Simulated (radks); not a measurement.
Charge is removed step by step from the 3d up level of the vanadium ion V2+, starting from [Ar] 3d(up 3, down 0). All-electron calculation, non-relativistic Kohn-Sham, PBE, spin-polarised, spherical densities, point nucleus. Program: a radial shooting solver on a logarithmic mesh with Libxc functionals.

[
 {"removed (e)": "0", "E - E(0) (eV)": "0.000", "eigenvalue (eV)": "-22.481", "E minus straight line (eV)": "0.000"},
 {"removed (e)": "0.125", "E - E(0) (eV)": "2.922", "eigenvalue (eV)": "-24.281", "E minus straight line (eV)": "-0.835"},
 {"removed (e)": "0.25", "E - E(0) (eV)": "6.072", "eigenvalue (eV)": "-26.127", "E minus straight line (eV)": "-1.442"},
 {"removed (e)": "0.375", "E - E(0) (eV)": "9.456", "eigenvalue (eV)": "-28.017", "E minus straight line (eV)": "-1.816"},
 {"removed (e)": "0.5", "E - E(0) (eV)": "13.078", "eigenvalue (eV)": "-29.948", "E minus straight line (eV)": "-1.951"},
 {"removed (e)": "0.625", "E - E(0) (eV)": "16.945", "eigenvalue (eV)": "-31.921", "E minus straight line (eV)": "-1.841"},
 {"removed (e)": "0.75", "E - E(0) (eV)": "21.060", "eigenvalue (eV)": "-33.933", "E minus straight line (eV)": "-1.483"},
 {"removed (e)": "0.875", "E - E(0) (eV)": "25.429", "eigenvalue (eV)": "-35.984", "E minus straight line (eV)": "-0.871"},
 {"removed (e)": "1", "E - E(0) (eV)": "30.058", "eigenvalue (eV)": "-38.072", "E minus straight line (eV)": "0.000"}
]

Removing the whole electron costs 30.058 eV by Delta-SCF, against 22.481 eV from minus the eigenvalue at the starting occupation. Slater's transition state (half an electron removed) gives 29.948 eV. Integrating minus the eigenvalue over the occupation (Janak's theorem) gives 30.058 eV. The mean slope of the eigenvalue, de/dn, is 15.6 eV per electron. Ionisation energy of V2+ in the NIST Atomic Spectra Database: 29.311 eV (measured).
